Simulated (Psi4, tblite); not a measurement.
Intermolecular potential of C4H4S ··· CH4S (SMILES c1ccsc1 and CS). Monomers: optimised at B3LYP-D3(BJ) (def2-TZVP), held rigid. Orientation: lowest of the rigid-body minima from ten starts at GFN2-xTB. The monomers approach along the line of their centres of mass (distance R); nothing else relaxes. The table gives interaction energies.

```json
[
 {"R / Å": "3.20", "A": "1.97", "B": "7.41"},
 {"R / Å": "3.42", "A": "-1.75", "B": "1.21"},
 {"R / Å": "3.63", "A": "-2.92", "B": "-1.44"},
 {"R / Å": "3.80", "A": "-3.08", "B": "-2.33"},
 {"R / Å": "3.99", "A": "-2.90", "B": "-2.61"},
 {"R / Å": "4.18", "A": "-2.57", "B": "-2.52"},
 {"R / Å": "4.49", "A": "-1.99", "B": "-2.08"},
 {"R / Å": "4.83", "A": "-1.44", "B": "-1.56"},
 {"R / Å": "5.34", "A": "-0.85", "B": "-1.00"},
 {"R / Å": "6.01", "A": "-0.42", "B": "-0.57"},
 {"R / Å": "7.00", "A": "-0.15", "B": "-0.29"},
 {"R / Å": "8.27", "A": "-0.05", "B": "-0.14"}
]
```

Energies in kcal/mol.

Question: Assign the columns to these levels of theory: GFN2-xTB (tblite 0.5.0); SAPT0/jun-cc-pVDZ, frozen core (Psi4).

Answer: A is GFN2-xTB; B is SAPT0/jun-cc-pVDZ.
